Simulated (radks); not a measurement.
Results of a calculation; reference values are marked as such.
Correlation energies from several functionals, in hartree. Species: Kr [Kr]; Tl2+ [Xe] 4f14 5d10 6s1; Sr [Kr] 5s2; Pd23+ [Ar] 3d5; Al3+ [Ne]. Level of theory: non-relativistic Kohn-Sham, LDA (Slater exchange, Perdew-Wang correlation), spin-polarised, spherical densities, point nucleus (a radial shooting solver on a logarithmic mesh with Libxc functionals). Every spin shell is full or empty, so the densities are truly spherical. Functionals are evaluated on that one density, not self-consistently.

| functional | Kr | Tl2+ | Sr | Pd23+ | Al3+ |
|---|---|---|---|---|---|
| PW92 | -3.2683 | -8.3458 | -3.4412 | -2.5450 | -0.84839 |
| VWN5 | -3.2829 | -8.3800 | -3.4563 | -2.5556 | -0.85277 |
| LYP | -1.7497 | -4.3366 | -1.8359 | -1.1803 | -0.42105 |
| P86 | -2.0046 | -5.5149 | -2.1112 | -1.4502 | -0.43084 |
| PW91 | -1.9101 | -5.2723 | -2.0045 | -1.3238 | -0.42311 |
| revTPSS | -1.7933 | -4.9498 | -1.8815 | -1.1885 | -0.39476 |
| SCAN | -1.7599 | -4.9407 | -1.8574 | -1.1632 | -0.37215 |
| B95 | -2.1110 | -6.1052 | -2.2309 | -1.5944 | -0.45280 |
